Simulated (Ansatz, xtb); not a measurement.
# Isomers of F2GaH2NP in order of energy

5 gas-phase structures of F2GaH2NP, found in a search over its isomers (lower ones may exist). Each was relaxed with GFN2-xTB; where two conformers were screened, the lower at r2SCAN-D4/def2-SVP is listed:

A. `[NH][PH][Ga]([F])[F]`, a doublet
B. a doublet given by its coordinates
C. `N[P][Ga]([F])[F]`, a doublet
D. a doublet given by its coordinates
E. `FP[NH][Ga][F]`, a doublet

B (Å):

```xyz
7

F     0.1318    0.3667    4.2305
F     2.6753    2.7009    4.1843
Ga    1.1024    2.3517    3.5459
N     1.1162    1.0741    2.1471
P     0.3211   -0.3107    2.6335
H     1.5207    1.0513    1.2234
H    -0.0639    3.2392    3.8873
```

Close contacts (Å): F1–Ga3 2.31, F1–P5 1.75, F2–Ga3 1.73, Ga3–N4 1.89, Ga3–P5 2.92, N4–P5 1.67, Ga3–H7 1.50, N4–H6 1.01.

D (Å):

```xyz
7

F     0.8743   -0.1256    4.5307
F     2.2973    3.4781    2.6758
Ga    2.2738    2.7654    4.3731
N     0.3092    1.2642    2.5739
P     1.6138    0.3694    3.1384
H    -0.5279    0.7574    2.3128
H     0.5626    1.9566    1.8819
```

Close contacts (Å): F1–P5 1.65, F2–Ga3 1.84, Ga3–P5 2.78, N4–P5 1.68, N4–H6 1.01, N4–H7 1.01.

Q: Which do you expect lowest at r2SCAN-D4/def2-SVP, and how would the others follow?

A: Calculated order at r2SCAN-D4/def2-SVP: C (0.000), B (0.616), D (0.744), E (0.960), A (1.409) eV.

Energies above the lowest of each column, in eV:

```
structure  GFN2-xTB  HF/STO-3G  r2SCAN-D4/def2-SVP
        C     0.356      0.747               0.000
        B     0.996      1.360               0.616
        D     0.000      0.501               0.744
        E     0.493      0.000               0.960
        A     0.951      2.606               1.409
```

r2SCAN-D4/def2-SVP puts C lowest; GFN2-xTB picks D, HF/STO-3G picks E. Some further structures that were screened fall inside this span and aren't listed. Flexible structures stand in one conformer each, not always the lowest. Frequencies (B3LYP-D3(BJ)/def2-SVP) were run for C alone. Open shells are spin-unrestricted, some with notable spin contamination.

Over these structures GFN2-xTB departs from r2SCAN-D4/def2-SVP by 0.444 eV on average once a common shift is removed. A GFN2-xTB relaxation took about 0.09 s and the r2SCAN-D4/def2-SVP energy about 1.3 s on a shared host (Ansatz 0.2.0, xtb 6.7.1).
